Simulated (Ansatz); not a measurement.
Geometry optimisation, RKS revPBE-D4/def2-SVP in Ansatz.

The input (input.yaml):

```yaml
crystal:
  periodic: [false, false, false]
  atoms:
    - { symbol: O, position_ang: [-1.2363, 1.7394, 1.5792] }
    - { symbol: B, position_ang: [-0.2775, 0.7885, 1.2159] }
    - { symbol: "N", position_ang: [-0.7326, -0.5631, 0.6575] }
    - { symbol: Si, position_ang: [0.1008, -0.7497, -0.9589] }
    - { symbol: O, position_ang: [1.74, -0.8255, -0.844] }
    - { symbol: H, position_ang: [-1.4133, 2.3281, 0.7379] }
    - { symbol: H, position_ang: [0.8979, 1.0374, 1.3929] }
    - { symbol: H, position_ang: [-0.2404, -1.276, 1.2838] }
    - { symbol: H, position_ang: [-0.3642, 0.3815, -1.7756] }
    - { symbol: H, position_ang: [-0.4543, -2.013, -1.5287] }
    - { symbol: H, position_ang: [2.0451, -0.9045, -1.7393] }
basis:
  gaussian: { orbitals: def2-SVP }
hamiltonian:
  xc: revpbe
  dispersion: d4
relax:
  f_tol: 0.02
  max_steps: 50
```

Launched with:

```bash
$ ansatz run input.yaml --threads 2 --pin off --max-ram 3072MiB --backend cpu --events-out ev --progress --plain --runs-dir out
```

Task: Where does it end, and by what steps?

Result: The run converged. After 15 steps the energy has fallen by 1.765 eV; H7 moved furthest, 1.84 Å.

```json
{"step": "0", "energy less start (eV)": "0.0000", "largest force component (eV/Å)": "2.670", "accepted": "yes"}
{"step": "1", "energy less start (eV)": "-0.3489", "largest force component (eV/Å)": "1.427", "accepted": "yes"}
{"step": "2", "energy less start (eV)": "-0.5353", "largest force component (eV/Å)": "1.094", "accepted": "yes"}
{"step": "3", "energy less start (eV)": "-0.7091", "largest force component (eV/Å)": "1.243", "accepted": "yes"}
{"step": "4", "energy less start (eV)": "-0.9094", "largest force component (eV/Å)": "1.293", "accepted": "yes"}
{"step": "5", "energy less start (eV)": "-1.1585", "largest force component (eV/Å)": "1.867", "accepted": "yes"}
{"step": "6", "energy less start (eV)": "-1.3881", "largest force component (eV/Å)": "1.477", "accepted": "yes"}
{"step": "7", "energy less start (eV)": "-1.5638", "largest force component (eV/Å)": "0.976", "accepted": "yes"}
{"step": "8", "energy less start (eV)": "-1.6818", "largest force component (eV/Å)": "0.400", "accepted": "yes"}
{"step": "9", "energy less start (eV)": "-1.7097", "largest force component (eV/Å)": "0.806", "accepted": "yes"}
{"step": "10", "energy less start (eV)": "-1.7374", "largest force component (eV/Å)": "0.617", "accepted": "yes"}
{"step": "11", "energy less start (eV)": "-1.7563", "largest force component (eV/Å)": "0.283", "accepted": "yes"}
{"step": "12", "energy less start (eV)": "-1.7592", "largest force component (eV/Å)": "0.387", "accepted": "yes"}
{"step": "13", "energy less start (eV)": "-1.7636", "largest force component (eV/Å)": "0.119", "accepted": "yes"}
{"step": "14", "energy less start (eV)": "-1.7652", "largest force component (eV/Å)": "0.030", "accepted": "yes"}
{"step": "15", "energy less start (eV)": "-1.7655", "largest force component (eV/Å)": "0.016", "accepted": "yes"}
```

```xyz
11
Properties=species:S:1:pos:R:3
O -0.892 1.924 0.985
B -0.393 0.778 1.551
N 0.011 -0.388 0.800
Si 0.051 -0.636 -0.928
O 1.657 -0.670 -1.432
H -0.949 1.870 0.012
H -0.297 0.767 2.767
H 0.382 -1.151 1.375
H -0.708 0.524 -1.525
H -0.618 -1.928 -1.321
H 1.821 -1.146 -2.264
```

Time of the run: 27 s on 2 threads of Intel(R) Xeon(R) Platinum 8375C CPU @ 2.90GHz (Ice Lake), with other jobs on the host, peak memory 0.16 GiB.
